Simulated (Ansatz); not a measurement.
Ga8As9H24⁺, a nanocrystal cut from zinc blende GaAs (hydrogen-capped). Total charge 1; triplet. Geometry PBE-D4/def2-SVP, that of the charge +1 singlet; atoms count from 1.

```xyz
41

Ga   -4.571   -0.242   -2.397
Ga   -0.535    2.283   -2.448
Ga    0.877   -0.195    4.438
Ga    2.232    2.135    0.922
Ga   -1.327    0.160    0.751
Ga   -0.157   -1.733   -2.709
Ga    2.137   -2.048    0.625
Ga    3.445    0.340   -2.559
As   -3.668    0.251   -0.039
As   -1.318   -0.072    3.245
As   -0.087    2.138    0.065
As   -2.548   -1.378   -3.400
As    0.979    0.401   -3.090
As    2.009    1.769    3.423
As    1.945   -2.032    3.148
As    3.177    0.078   -0.030
As   -0.192   -1.795   -0.188
H    -5.645   -1.356   -2.125
H    -4.702    1.178   -3.047
H    -0.010    3.676   -2.946
H    -2.033    1.761   -2.526
H     0.801   -0.315    5.997
H     3.032    3.471    0.717
H     0.398   -3.101   -3.251
H     2.838   -3.387    0.199
H     4.021    1.792   -2.744
H     4.026   -1.030   -3.067
H    -4.147    1.614    0.450
H    -4.413   -0.589    0.997
H    -2.143    1.048    3.867
H    -2.186   -1.246    3.683
H    -0.823    3.256    0.802
H    -2.409   -0.774   -4.793
H    -3.024   -2.759   -3.845
H     0.944    0.441   -4.617
H     1.425    2.999    4.111
H     3.385    1.811    4.077
H     3.332   -2.198    3.760
H     1.343   -3.335    3.663
H     4.573   -0.008    0.584
H    -0.980   -3.010    0.296
```

Single mean-field runs in def2-TZVP are fitted with def2-universal-jkfit. At PBE0-D4/def2-TZVP a singlet of charge 1 lies 4.51 eV below the triplet at the same geometry.

Q: Estimate the Mulliken populations of the heavy atoms from the PBE0/def2-TZVP orbitals of Ansatz.

A: 
```
atom  charge (e)  spin (α − β)
 Ga1        0.18          0.19
 Ga2        0.29          0.01
 Ga3        0.29          0.14
 Ga4        0.35          0.04
 Ga5        0.32          0.36
 Ga6        0.35          0.03
 Ga7        0.34          0.03
 Ga8        0.25          0.02
 As9       -0.19          0.44
As10       -0.25          0.17
As11       -0.36          0.12
As12       -0.27          0.08
As13       -0.39          0.07
As14       -0.29          0.00
As15       -0.29          0.00
As16       -0.41          0.00
As17       -0.38          0.08
```
Mulliken values depend strongly on the basis.

Q: Where does the spin sit?

A: Summed by element: Ga 0.80, As 0.95, H 0.25, of 2 unpaired in all. Largest on single atoms: As9 0.44, Ga5 0.36, Ga1 0.19.

Q: And the Mayer bond orders between heavy atoms (over 0.3)?

A: Ga1–As9 0.56 (2.57 Å); Ga1–As12 0.64 (2.53 Å); Ga2–As11 0.59 (2.56 Å); Ga2–As13 0.70 (2.50 Å); Ga3–As10 0.66 (2.50 Å); Ga3–As14 0.72 (2.48 Å); Ga3–As15 0.71 (2.49 Å); Ga4–As11 0.70 (2.47 Å); Ga4–As14 0.62 (2.54 Å); Ga4–As16 0.78 (2.46 Å); Ga5–As9 0.52 (2.47 Å); Ga5–As10 0.60 (2.50 Å); Ga5–As11 0.80 (2.43 Å); Ga5–As17 0.76 (2.45 Å); Ga6–As12 0.62 (2.51 Å); Ga6–As13 0.81 (2.45 Å); Ga6–As17 0.67 (2.52 Å); Ga7–As15 0.63 (2.53 Å); Ga7–As16 0.79 (2.46 Å); Ga7–As17 0.71 (2.48 Å); Ga8–As13 0.60 (2.52 Å); Ga8–As16 0.59 (2.56 Å).
